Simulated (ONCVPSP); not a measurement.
# Reading a pseudo-wave (F (Z = 9))

Columns: radius, all-electron u(r) and pseudo u(r) of the 2p shell (level -11.11 eV) of fluorine in the configuration [He] 2s2 2p5; PBE, scalar-relativistic, ONCV scheme, ONCVPSP 4.0.1.

| r (bohr) | all-electron | pseudo |
| --- | --- | --- |
| 0.090 | 0.1172 | 0.0369 |
| 0.180 | 0.3267 | 0.1412 |
| 0.270 | 0.5260 | 0.2949 |
| 0.360 | 0.6832 | 0.4733 |
| 0.450 | 0.7943 | 0.6494 |
| 0.540 | 0.8634 | 0.7998 |
| 0.630 | 0.8979 | 0.9088 |
| 0.720 | 0.9058 | 0.9698 |
| 0.810 | 0.8944 | 0.9853 |
| 0.900 | 0.8695 | 0.9639 |
| 0.990 | 0.8358 | 0.9175 |
| 1.080 | 0.7967 | 0.8580 |
| 1.170 | 0.7545 | 0.7948 |
| 1.260 | 0.7110 | 0.7340 |
| 1.350 | 0.6674 | 0.6786 |
| 1.440 | 0.6247 | 0.6290 |
| 1.530 | 0.5832 | 0.5845 |
| 1.620 | 0.5435 | 0.5437 |
| 1.710 | 0.5057 | 0.5057 |
| 1.800 | 0.4700 | 0.4700 |
| 1.890 | 0.4363 | 0.4363 |
| 1.980 | 0.4047 | 0.4047 |
| 2.070 | 0.3752 | 0.3752 |
| 2.160 | 0.3477 | 0.3477 |
| 2.250 | 0.3220 | 0.3220 |
| 2.340 | 0.2981 | 0.2981 |

Task: How many radial nodes do the two functions have?

Result: The all-electron 2p function has n − l − 1 = 0; the pseudo-wave has 0.

Task: At about which radius was the pseudo-wave matched?

Result: 1.75 bohr. The columns agree to 0.0005 from 1.62 bohr on; several derivatives are matched, so the curves merge somewhat inside the radius.

Task: Is the pseudo-wave norm-conserving?

Result: Yes: the ONCV scheme keeps the norm inside the radius equal to the all-electron one, which fixes the energy derivative of the logarithmic derivative at the level.
